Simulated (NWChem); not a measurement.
Everything below was run with NWChem. System: C₃H₇O, charge 0, spin multiplicity 2, at a geometry optimised with UB3LYP/def2-SVP. The structure started from a generated list of species. Its SCF solution wasn't tested for a lower state. Level: UB3LYP/def2-TZVP, VWN1-RPA local correlation.

The NWChem input:

```
start mol
memory heap 200 mb stack 900 mb global 1100 mb
geometry units angstroms nocenter noautoz noautosym
  C      1.499302     0.465458     0.439434
  O      0.681071     0.196719    -0.603411
  C     -0.430764    -0.647954    -0.341153
  C     -1.562910     0.077321     0.373194
  H      2.349602     1.098855     0.178862
  H      1.587970    -0.286884     1.235004
  H     -0.097114    -1.526086     0.246265
  H     -0.764634    -1.012950    -1.324926
  H     -1.906752     0.938981    -0.219905
  H     -1.235002     0.447982     1.356718
  H     -2.416404    -0.602598     0.526420
end
basis spherical
  * library def2-tzvp
end
dft
  xc b3lyp
  odft
  mult 2
  semidirect memsize 60000000 filesize 0
  iterations 100
end
task dft energy
```

Part of the output:

```
             Northwest Computational Chemistry Package (NWChem) 7.3.0
             --------------------------------------------------------

                                NWChem Input Module
                                -------------------

 Scaling coordinates for geometry "geometry" by  1.889725989
 (inverse scale =  0.529177249)

                             Geometry "geometry" -> ""
                             -------------------------

 Output coordinates in angstroms (scale by  1.889725989 to convert to a.u.)

  No.       Tag          Charge          X              Y              Z
 ---- ---------------- ---------- -------------- -------------- --------------
    1 C                    6.0000     1.49930200     0.46545800     0.43943400
    2 O                    8.0000     0.68107100     0.19671900    -0.60341100
    3 C                    6.0000    -0.43076400    -0.64795400    -0.34115300
    4 C                    6.0000    -1.56291000     0.07732100     0.37319400
    5 H                    1.0000     2.34960200     1.09885500     0.17886200
    6 H                    1.0000     1.58797000    -0.28688400     1.23500400
    7 H                    1.0000    -0.09711400    -1.52608600     0.24626500
    8 H                    1.0000    -0.76463400    -1.01295000    -1.32492600
    9 H                    1.0000    -1.90675200     0.93898100    -0.21990500
   10 H                    1.0000    -1.23500200     0.44798200     1.35671800
   11 H                    1.0000    -2.41640400    -0.60259800     0.52642000

 Effective nuclear repulsion energy (a.u.)     126.8983390729

            Nuclear Dipole moment (a.u.)
            ----------------------------
        X                 Y               Z
 ---------------- ---------------- ----------------
     0.0000037795     0.0000037795     0.0000000000


 Summary of "ao basis" -> "" (spherical)
 ------------------------------------------------------------------------------
       Tag                 Description            Shells   Functions and Types
 ---------------- ------------------------------  ------  ---------------------
 *                         def2-tzvp                  on all atoms

                                 NWChem DFT Module
                                 -----------------

 Summary of "ao basis" -> "ao basis" (spherical)
 ------------------------------------------------------------------------------
       Tag                 Description            Shells   Functions and Types
 ---------------- ------------------------------  ------  ---------------------
 C                         def2-tzvp                11       31   5s3p2d1f
 O                         def2-tzvp                11       31   5s3p2d1f
 H                         def2-tzvp                 4        6   3s1p

 Summary of "ao basis" -> "ao basis" (spherical)
 ------------------------------------------------------------------------------
       Tag                 Description            Shells   Functions and Types
 ---------------- ------------------------------  ------  ---------------------
 C                         def2-tzvp                11       31   5s3p2d1f
 O                         def2-tzvp                11       31   5s3p2d1f
 H                         def2-tzvp                 4        6   3s1p

            General Information
            -------------------
          SCF calculation type: DFT
          Wavefunction type:  spin polarized.
          No. of atoms     :    11
          No. of electrons :    33
           Alpha electrons :    17
            Beta electrons :    16
          Charge           :     0
          Spin multiplicity:     2
          Use of symmetry is: off; symmetry adaption is: off
          Maximum number of iterations: 100
          AO basis - number of functions:   166
                     number of shells:    72
          Convergence on energy requested:  1.00D-06
          Convergence on density requested:  1.00D-05
          Convergence on gradient requested:  5.00D-04

              XC Information
              --------------
                         B3LYP Method XC Potential
                     Hartree-Fock (Exact) Exchange  0.200
                        Slater Exchange Functional  0.800 local
                    Becke 1988 Exchange Functional  0.720 non-local
              Lee-Yang-Parr Correlation Functional  0.810
                  VWN I RPA Correlation Functional  0.190 local

             Grid Information
             ----------------
          Grid used for XC integration:  medium
          Radial quadrature: Mura-Knowles
          Angular quadrature: Lebedev.
          Tag              B.-S. Rad. Rad. Pts. Rad. Cut. Ang. Pts.
          ---              ---------- --------- --------- ---------
          C                   0.70       49          11.0       434
          O                   0.60       49          10.0       434
          H                   0.35       45          13.0       434
          Grid pruning is: on
          Number of quadrature shells:   511
          Spatial weights used:  Erf1

          Convergence Information
          -----------------------
          Convergence aids based upon iterative change in
          total energy or number of iterations.
          Levelshifting, if invoked, occurs when the
          HOMO/LUMO gap drops below (HL_TOL):  1.00D-02
          DIIS, if invoked, will attempt to extrapolate
          using up to (NFOCK): 10 stored Fock matrices.

                    Damping( 0%)  Levelshifting(0.5)       DIIS
                  --------------- ------------------- ---------------
[...]
   151     -1.642356   9 H  s               139      1.479952   7 H  s
   163     -1.362329  11 H  s               133      1.166352   6 H  s
    76     -1.126211   3 C  pz              157     -1.032909  10 H  s
     5     -1.026374   1 C  s                74      0.781250   3 C  px

 Vector   20  Occ=0.000000D+00  E= 7.790227D-02
              MO Center=  3.2D-02, -2.8D-01,  2.0D-01, r^2= 8.3D+00
   Bfn.  Coefficient  Atom+Function         Bfn.  Coefficient  Atom+Function
  ----- ------------  ---------------      ----- ------------  ---------------
    67      3.097934   3 C  s                98     -2.511919   4 C  s
   145     -1.922867   8 H  s                 5     -1.627703   1 C  s
   157      1.453271  10 H  s               133      1.306145   6 H  s
    74     -0.833727   3 C  px              105     -0.746170   4 C  px
    36      0.659352   2 O  s               127      0.600271   5 H  s

                     DFT Final Beta Molecular Orbital Analysis
                     -----------------------------------------

 Vector   14  Occ=1.000000D+00  E=-3.637584D-01
              MO Center= -2.7D-01,  5.9D-03,  1.4D-01, r^2= 3.7D+00
   Bfn.  Coefficient  Atom+Function         Bfn.  Coefficient  Atom+Function
  ----- ------------  ---------------      ----- ------------  ---------------
   101      0.165623   4 C  pz              156      0.164099  10 H  s
    70     -0.150000   3 C  pz              144      0.149977   8 H  s
   126     -0.139194   5 H  s                68     -0.133772   3 C  px
    99      0.120082   4 C  px                7     -0.118005   1 C  py
   150     -0.115163   9 H  s               104      0.113495   4 C  pz

 Vector   15  Occ=1.000000D+00  E=-3.323897D-01
              MO Center=  2.1D-01, -5.3D-02, -2.8D-01, r^2= 2.7D+00
   Bfn.  Coefficient  Atom+Function         Bfn.  Coefficient  Atom+Function
  ----- ------------  ---------------      ----- ------------  ---------------
    39      0.292097   2 O  pz               42      0.239615   2 O  pz
    45      0.177251   2 O  pz               70     -0.175677   3 C  pz
   144      0.140653   8 H  s                37     -0.129817   2 O  px
   101      0.125601   4 C  pz               73     -0.119035   3 C  pz
   132     -0.114072   6 H  s                40     -0.109338   2 O  px

 Vector   16  Occ=1.000000D+00  E=-3.145024D-01
              MO Center=  3.5D-01, -6.9D-03, -2.0D-01, r^2= 2.2D+00
   Bfn.  Coefficient  Atom+Function         Bfn.  Coefficient  Atom+Function
  ----- ------------  ---------------      ----- ------------  ---------------
    38      0.316225   2 O  py               41      0.263612   2 O  py
    44      0.187264   2 O  py               37     -0.160969   2 O  px
   138      0.154487   7 H  s                69     -0.149995   3 C  py
    40     -0.134957   2 O  px               98     -0.126580   4 C  s
    99     -0.123757   4 C  px                8      0.115357   1 C  pz

 Vector   17  Occ=0.000000D+00  E=-3.758459D-02
              MO Center=  1.3D+00,  4.7D-01,  4.4D-01, r^2= 2.1D+00
   Bfn.  Coefficient  Atom+Function         Bfn.  Coefficient  Atom+Function
  ----- ------------  ---------------      ----- ------------  ---------------
    13      0.370900   1 C  py               67      0.339744   3 C  s
   139     -0.313237   7 H  s                14      0.277574   1 C  pz
    12     -0.246485   1 C  px                7      0.229378   1 C  py
   157      0.202608  10 H  s                98     -0.200733   4 C  s
     6     -0.193644   1 C  px               10      0.192897   1 C  py

 Vector   18  Occ=0.000000D+00  E= 3.991518D-02
              MO Center= -1.0D+00, -6.3D-01,  2.3D-01, r^2= 6.9D+00
   Bfn.  Coefficient  Atom+Function         Bfn.  Coefficient  Atom+Function
  ----- ------------  ---------------      ----- ------------  ---------------
    98      2.700993   4 C  s                67      2.211469   3 C  s
   139     -1.471029   7 H  s               163     -1.345644  11 H  s
   145     -1.240869   8 H  s               151     -1.229010   9 H  s
   157     -1.189971  10 H  s               133     -0.622060   6 H  s
    75     -0.610881   3 C  py              106      0.386307   4 C  py

 Vector   19  Occ=0.000000D+00  E= 7.083917D-02
              MO Center= -7.5D-01, -2.3D-01,  4.1D-01, r^2= 8.3D+00
   Bfn.  Coefficient  Atom+Function         Bfn.  Coefficient  Atom+Function
  ----- ------------  ---------------      ----- ------------  ---------------
    98      5.854829   4 C  s                67     -4.533801   3 C  s
   151     -1.662112   9 H  s               139      1.598966   7 H  s
   163     -1.323039  11 H  s                76     -1.130073   3 C  pz
   157     -1.063771  10 H  s               133      1.035299   6 H  s
     5     -0.859973   1 C  s                74      0.851430   3 C  px

   alpha - beta orbital overlaps
   -----------------------------

   alpha      1      2      3      4      5      6      7      8      9     10
    beta      1      2      3      4      5      6      7      8      9     10
 overlap   1.000  1.000  1.000  1.000  1.000  0.998  0.987  0.987  0.991  0.989

   alpha     11     12     13     14     15     16     17     18     19     20
    beta     11     12     13     14     15     16     17     18     19     20
 overlap   0.982  0.998  0.989  0.997  0.801  0.808  0.979  0.999  0.993  0.981

   alpha     21     22     23     24     25     26     27     28     29     30
    beta     21     22     23     24     25     26     27     28     29     30
 overlap   0.916  0.925  0.995  0.984  0.983  0.995  0.996  0.997  0.999  0.859

   alpha     31     32     33     34     35     36     37     38     39     40
    beta     31     32     33     34     35     36     37     38     39     40
 overlap   0.869  0.989  0.954  0.947  0.974  0.984  0.999  0.990  0.981  0.979

   alpha     41     42     43     44     45     46     47     48     49     50
    beta     41     42     43     44     45     46     47     48     49     50
 overlap   0.971  0.929  0.938  0.991  0.987  0.988  0.991  0.995  0.999  0.999

   alpha     51     52     53     54     55     56     57     58     59     60
    beta     51     52     53     54     55     56     57     58     59     60
 overlap   0.995  0.786  0.789  0.902  0.902  0.986  0.985  0.975  0.984  0.988

   alpha     61     62     63     64     65     66     67     68     69     70
    beta     61     62     63     64     65     66     67     68     69     69
 overlap   0.977  0.977  0.993  0.998  0.994  0.998  0.958  0.988  0.685  0.716

   alpha     71     72     73     74     75     76     77     78     79     80
    beta     71     72     73     74     75     76     77     78     79     80
 overlap   0.966  0.943  0.990  0.987  0.988  0.998  0.997  0.998  0.998  0.997

   alpha     81     82     83     84     85     86     87     88     89     90
    beta     81     82     83     84     85     86     87     88     89     90
 overlap   0.977  0.978  0.994  0.988  0.856  0.850  0.995  0.999  0.999  0.999

   alpha     91     92     93     94     95     96     97     98     99    100
    beta     91     92     93     94     95     96     97     98     99    100
 overlap   0.990  0.985  0.987  0.986  0.994  1.000  0.997  0.995  0.998  0.998

   alpha    101    102    103    104    105    106    107    108    109    110
    beta    101    102    103    104    105    106    107    108    109    110
 overlap   0.998  0.975  0.963  0.984  0.999  0.904  0.904  0.996  0.999  0.999

   alpha    111    112    113    114    115    116    117    118    119    120
    beta    111    112    113    114    115    116    117    118    119    120
 overlap   0.975  0.942  0.956  0.823  0.756  0.705  0.787  0.977  0.706  0.707

   alpha    121    122    123    124    125    126    127    128    129    130
    beta    121    122    123    124    125    126    127    128    129    130
 overlap   0.955  0.951  0.935  0.975  0.949  0.948  0.978  0.977  0.984  0.995

   alpha    131    132    133    134    135    136    137    138    139    140
    beta    131    132    133    134    135    136    137    138    139    140
 overlap   0.997  0.981  0.968  0.974  0.999  0.998  0.998  0.995  0.995  1.000

   alpha    141    142    143    144    145    146    147    148    149    150
    beta    141    142    143    144    145    146    147    148    149    150
 overlap   0.999  1.000  0.998  0.997  0.996  0.997  0.995  0.997  0.977  0.977

   alpha    151    152    153    154    155    156    157    158    159    160
    beta    151    152    153    154    155    156    157    158    159    160
 overlap   1.000  1.000  1.000  0.997  0.997  0.999  0.999  1.000  0.999  1.000

   alpha    161    162    163    164    165    166
    beta    161    162    163    164    165    166
 overlap   1.000  1.000  0.996  0.996  1.000  1.000

     --------------------------
     Expectation value of S2:
     --------------------------
      <S2> =      0.7537 (Exact =     0.7500)

 center of mass
 --------------
 x =   0.07870797 y =   0.02990059 z =  -0.06335589

 moments of inertia (a.u.)
 ------------------
         111.335866224478         -51.980684761420          10.611933957564
         -51.980684761420         365.484547696588         -16.018364554120
          10.611933957564         -16.018364554120         357.365489745652

     Multipole analysis of the density
     ---------------------------------

     L   x y z        total         alpha         beta         nuclear
     -   - - -        -----         -----         ----         -------
     0   0 0 0     -0.000000    -17.000000    -16.000000     33.000000

     1   1 0 0     -0.318916     -1.368297      1.049377      0.000004
     1   0 1 0     -0.386760     -0.671675      0.284911      0.000004
     1   0 0 1      0.185406     -0.284151      0.469556      0.000000

     2   2 0 0    -18.756477   -107.144312    -99.464748    187.852582
     2   1 1 0      0.514694    -15.683197    -13.692393     29.890284
     2   1 0 1      0.881887      1.419891      3.426772     -3.964776
     2   0 2 0    -19.636058    -29.337930    -26.918392     36.620264
     2   0 1 1     -0.204327     -5.589100     -4.148662      9.533435
     2   0 0 2    -20.090611    -31.104676    -28.784977     39.799043

 Task  times  cpu:       45.4s     wall:       45.4s

 Total times  cpu:       45.4s     wall:       45.4s
```
